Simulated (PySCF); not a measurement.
**Fe (iron, neutral) across methods**

[Ar] 3d6 4s2, high-spin 5D determinant. All numbers are calculated (PySCF 2.14, the non-relativistic Hamiltonian (point nucleus), in def2-TZVPPD (6s6p4d2f1g, 67 functions)).

| method | E (hartree) | mean ε 3d β (eV) | mean ε 4s α (eV) | mean ε 4s β (eV) | Σ⟨r²⟩ (bohr²) | ⟨S²⟩ |
| --- | --- | --- | --- | --- | --- | --- |
| BLYP | -1263.717 | -5.840 | -5.375 | -4.762 | 39.05 | 6.007 |
| MN15 | -1263.770 | -8.545 | -6.654 | -6.243 | 39.46 | 6.010 |
| PBE0 | -1263.437 | -7.825 | -6.190 | -5.431 | 39.29 | 6.009 |
| LDA | -1261.179 | -5.805 | -5.723 | -4.966 | 38.75 | 6.009 |
| PBE | -1263.407 | -5.884 | -5.529 | -4.774 | 39.14 | 6.009 |
| UHF | -1262.42908 | -13.063 | -7.547 | -6.586 | 41.15 | 6.016 |
| r2SCAN0 | -1263.610 | -7.863 | -6.328 | -5.515 | 39.28 | 6.018 |
